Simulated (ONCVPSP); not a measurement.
# germanium, ONCV: configuration errors across variants

* Element: Ge
* Generator: ONCVPSP 4.0.1
* Type: optimised norm-conserving Vanderbilt (ONCV)
* Functional: LDA (Perdew-Zunger)
* Relativity: scalar-relativistic
* Frozen core: [Ar] 3d10
* Valence charge: 4
* Reference configuration: 4s2 (charge +2)
* Partial waves: 4s: rc 1.60 bohr, ncon 3, nbas 6, qcut 4.1 1/bohr, 2 projectors, debl 1.4 Ha; p scattering state at 0.07 Ha: rc 1.65 bohr, ncon 3, nbas 7, qcut 5.9 1/bohr, 3 projectors, debl 3.8 Ha; d scattering state at 0.08 Ha: rc 1.55 bohr, ncon 4, nbas 8, qcut 5.5 1/bohr, local
* Local potential: the d channel
* Core correction: Teter function, fcfact 4.25, rcfact 1.75

In the p channel the program set the typed energies aside and used 0.050, 3.850, 7.650 Ha.

All-electron excitation energies from the reference (eV): (1) 4s2 4p2 -23.352; (2) 4s2 4p1 -15.716; (3) 4s1 35.218; (4) 4s1 4p3 -15.309.

4 further variants failed, have other tests or too few solved ones, and are left out.

Errors AE − PS in meV (a dash: test not solved or not reliable):

| change | (1) | (2) | (3) | (4) | bound ghosts | GHOST(+) flags above zero |
| --- | --- | --- | --- | --- | --- | --- |
| base | -329 | -115 | -217 | -318 | none | p |
| all radii but the core radius scaled by about 1.13 (s 1.80, p 1.86, d 1.74 bohr) | -335 | -118 | -223 | -327 | none | s |
| all radii but the core radius scaled by about 1.20 (s 1.92, p 1.98, d 1.86 bohr) | -337 | -119 | -227 | -332 | none | s |
| all radii but the core radius scaled by about 1.25 (s 2.00, p 2.08, d 1.94 bohr) | -337 | -119 | -232 | -332 | none | s |
| all radii but the core radius scaled by about 1.33 (s 2.12, p 2.18, d 2.06 bohr) | -335 | -117 | -243 | -329 | none | none |

Give the same row for: all radii but the core radius scaled by about 1.07 (s 1.72, p 1.76, d 1.66 bohr).

-332, -117, -219, -324; bound ghosts: none; GHOST(+) flags above zero: s.
